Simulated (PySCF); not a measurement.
Al(Br)2(Me), SMILES [CH3][Al]([Br])[Br] (CH3AlBr2) at its CAM-B3LYP/def2-SVP optimised geometry (Å):

```
7

Al    -0.5798    -0.0067     0.0000
Br    -1.7635    -1.9188    -0.0315
Br    -1.7432     1.9188     0.0000
C      1.3510    -0.0067     0.0000
H      1.7529     0.7904     0.6440
H      1.7222     0.1852    -1.0207
H      1.7635    -0.9719     0.3284
```

Calculation: CAM-B3LYP/def2-TZVP in PySCF.

Map of the electron localisation function on the plane z = 0.8 Å:

```
|        ...                  |
|     ..::-::.                |
|    .:-=+++=-:               |
|   :-=**###*+-.              |
|  .-+*##%%%#*=:              |
| .-+*#%%%%%%#+-              |
| :=*#%%%#%%%#+:     ...      |
| :=*#%%#*#%##+.    -##*-     |
| :+*%%%#*###*=.   =%@@@#-    |
| :=*#%%#####*-   :#@@@@@*.   |
| .-+*#######+:  .=%@@@@@#:   |
|  :-+**####*-..-=+%@@@@@#:   |
|   .:-=+**+:  :***%@@@@%+.   |
|      ..::.   -##*#%@@#+:    |
|        ..    -%%*+**+=:.    |
|      ..::.   -##*++*+=:.    |
|   .:-=++*=:  -**+*#%%#+:    |
|  :-+**####*-..-==#@@@@%+.   |
| .-+*#######+: ..-#@@@@@*:   |
| :=*#%%%####*:   :#@@@@@*.   |
| :+*%%%#####*-.   +%@@@%+    |
| :=*#%%###%#*=.   .*%@%+.    |
| :=*#%%%%%%%#+:    .-=-.     |
| .-+*#%%%%%#*+:              |
|  .-+*##%%##*=:              |
|   :-=**##**+-.              |
|    .:-=+++=-.               |
|     ..::-::.                |
|        ..                   |
```
Scale: ten equal steps from 0.000 (start of ' ') to 1.000 (end of '@'), in the order ' .:-=+*#%@'; x runs from -4.00 to 4.00, y from -4.00 (bottom) to 4.00 (top).
